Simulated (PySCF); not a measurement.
Job file and geometry (Å, from GFN2-xTB) of an NMR shielding run on `CCCCC[SiH3]`, C$_{5}$H$_{14}$Si, GIAO PBE0/pcSseg-1 NMR shielding, non-relativistic, gas phase in PySCF; density fitting, a coarse starting grid and PySCF grid level 2 are the driver's defaults:

```
{"job": {"kind": "nmr", "xc": "PBE0", "basis": "pcSseg-1"}, "charge": 0, "multiplicity": 1}
C     -3.265545    -0.106862     0.071082
C     -1.904814     0.532809     0.319487
C     -0.771147    -0.325126    -0.237228
C      0.605711     0.293137    -0.001665
C      1.725537    -0.578444    -0.564476
Si     3.458009     0.153763    -0.293639
H     -4.063810     0.513987     0.471350
H     -3.318803    -1.084131     0.546451
H     -3.434640    -0.237997    -0.995624
H     -1.874758     1.519807    -0.148251
H     -1.758462     0.672254     1.393110
H     -0.805706    -1.312648     0.230591
H     -0.922383    -0.465773    -1.310702
H      0.757307     0.434453     1.071399
H      0.641283     1.280620    -0.468667
H      1.667631    -1.567644    -0.104359
H      1.552305    -0.729825    -1.632476
H      3.546953     1.460167    -0.950188
H      4.455513    -0.752165    -0.866543
H      3.704671     0.310298     1.141859
```

Q: Write the output of this run.

A: 
```
coarse grid: 15736 points
cycle   1  E = -487.9526056083  dE =  2.014e-01  |g| = 4.283e-01  |ddm| = 3.693e+00
cycle   2  E = -487.9384771280  dE =  1.413e-02  |g| = 4.924e-01  |ddm| = 8.405e-01
cycle   3  E = -488.0035818866  dE = -6.510e-02  |g| = 2.700e-02  |ddm| = 4.739e-01
cycle   4  E = -488.0037147513  dE = -1.329e-04  |g| = 1.566e-02  |ddm| = 4.259e-02
cycle   5  E = -488.0037749730  dE = -6.022e-05  |g| = 3.778e-03  |ddm| = 1.600e-02
cycle   6  E = -488.0037783026  dE = -3.330e-06  |g| = 5.350e-04  |ddm| = 3.366e-03
final grid: 143176 points
cycle   7  E = -488.0416408790  dE = -4.193e-05  |g| = 8.845e-03  |ddm| = 2.808e-02
cycle   8  E = -488.0416332194  dE =  7.660e-06  |g| = 1.035e-02  |ddm| = 1.713e-02
cycle   9  E = -488.0416616227  dE = -2.840e-05  |g| = 3.782e-04  |ddm| = 9.319e-03
cycle  10  E = -488.0416616495  dE = -2.683e-08  |g| = 1.775e-04  |ddm| = 5.380e-04
cycle  11  E = -488.0416616571  dE = -7.568e-09  |g| = 3.709e-05  |ddm| = 1.619e-04
cycle  12  E = -488.0416616574  dE = -3.149e-10  |g| = 8.396e-06  |ddm| = 4.342e-05
converged SCF energy = -488.0416616574

GIAO shielding tensors (ppm)
atom      isotropic    diamagn.    paramagn.     s11        s22        s33       span
  0 C      169.545     244.817     -75.272    157.867    163.032    187.737     29.870
  1 C      158.574     247.398     -88.824    146.601    156.780    172.342     25.741
  2 C      143.663     250.486    -106.822    119.176    138.614    173.199     54.023
  3 C      154.748     251.201     -96.453    139.300    150.503    174.442     35.142
  4 C      174.043     250.689     -76.647    165.133    165.247    191.747     26.614
  5 Si     420.296     878.894    -458.597    391.710    399.755    469.424     77.714
  6 H       30.443      26.806       3.637     25.744     27.636     37.948     12.204
  7 H       30.761      28.951       1.809     26.606     29.091     36.585      9.979
  8 H       30.764      28.837       1.927     26.608     29.097     36.586      9.978
  9 H       30.381      32.200      -1.819     25.439     30.651     35.052      9.613
 10 H       30.383      32.323      -1.940     25.444     30.653     35.050      9.606
 11 H       30.443      34.616      -4.173     26.090     31.775     33.464      7.373
 12 H       30.445      34.547      -4.101     26.094     31.777     33.466      7.372
 13 H       30.417      34.865      -4.447     25.137     31.800     34.315      9.178
 14 H       30.417      34.760      -4.342     25.134     31.800     34.317      9.183
 15 H       30.987      32.041      -1.054     26.062     30.502     36.397     10.334
 16 H       30.988      31.885      -0.897     26.061     30.505     36.397     10.337
 17 H       27.947      28.460      -0.513     24.584     26.333     32.924      8.340
 18 H       27.771      27.697       0.073     24.308     25.411     33.594      9.286
 19 H       27.945      28.478      -0.532     24.582     26.332     32.922      8.340
```

Q: Turn these shieldings into chemical shifts. δ = σ(ref) − σ, references computed at the same level: ¹³C (σ = 186.93 ppm) and ²⁹Si (σ = 349.16 ppm) and ¹H (σ = 31.72 ppm) vs TMS.

A: Averaging equivalent atoms: C 2: 43.3; C 3: 32.2; C 1: 28.4; C 0: 17.4; C 4: 12.9; Si 5: -71.1; H 17/18/19: 3.83; H 9/10: 1.34; H 13/14: 1.30; H 11/12: 1.27; H 6/7/8: 1.06; H 15/16: 0.73 ppm. 

Size and cost of the density-fitted run: 179 basis functions, 37 s wall time on 1 thread of an x86-64 server CPU, shared host.
